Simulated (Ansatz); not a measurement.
Compare A (`COB(C)O`) with its isomer B (`BOCCO`).

Isolated molecules relaxed with PBE0-D4/def2-TZVP in Ansatz; ΔE leaves out vibrations. CCSD(T)/CBS adds triple-zeta CCSD(T) − MP2 to the extrapolated MP2 energy (def2 sets, frozen cores). Functionals use def2-TZVPP. B3LYP here is the variant with VWN-RPA as its local correlation; programs differ in this. One conformer a species, not always the lowest.

A:

Z-matrix (Å, degrees):
```
C
O 1 1.408
H 1 1.090 2 107.9
H 1 1.094 2 111.3 3 -119.0
H 1 1.094 2 111.8 3 119.4
B 2 1.368 1 121.9 3 -171.4
O 6 1.364 2 116.5 1 -179.3
C 6 1.569 2 123.9 1 0.9
H 7 0.962 6 111.4 2 -0.0
H 8 1.090 6 111.5 2 -176.8
H 8 1.095 6 111.0 2 62.7
H 8 1.094 6 111.6 2 -55.5
```

B:

Z-matrix (Å, degrees):
```
C
O 1 1.415
C 1 1.517 2 109.7
H 1 1.093 2 108.2 3 119.5
H 1 1.097 2 110.2 3 -121.9
B 2 1.340 1 122.2 3 109.4
O 3 1.407 1 111.5 2 175.1
H 3 1.092 1 109.4 2 57.2
H 3 1.099 1 109.6 2 -60.4
H 6 1.204 2 120.1 1 1.7
H 6 1.196 2 117.0 1 -178.4
H 7 0.960 3 108.8 1 69.8
```

Q: Which is lower in electronic energy at CCSD(T)/CBS, and by how much? (Estimate.)

A: Computed: A, by 61.8 kcal/mol.

Q: Give E(B) − E(A) in kcal/mol with HF/def2-TZVPP, CCSD/def2-TZVPP, B3LYP-D4, B2PLYP, ωB97M-V, r2SCAN-D4, PBE-D4. (Best estimate.)

A: Computed: HF/def2-TZVPP 60.7, CCSD/def2-TZVPP 61.7, B3LYP-D4 61.8, B2PLYP 62.0, ωB97M-V 62.4, r2SCAN-D4 63.8, PBE-D4 61.3. None reverses the order clearly.

Largest T1 diagnostic: 0.013.

From PBE to PBE0 (25 % exact exchange), in def2-TZVPP and without D4, E(B) − E(A) moves by +0.9 kcal/mol. In def2-TZVPP, CCSD(T) changes the Hartree–Fock value by +0.9 kcal/mol (the triples alone add −0.1 kcal/mol) and MP2 by +2.5 kcal/mol.
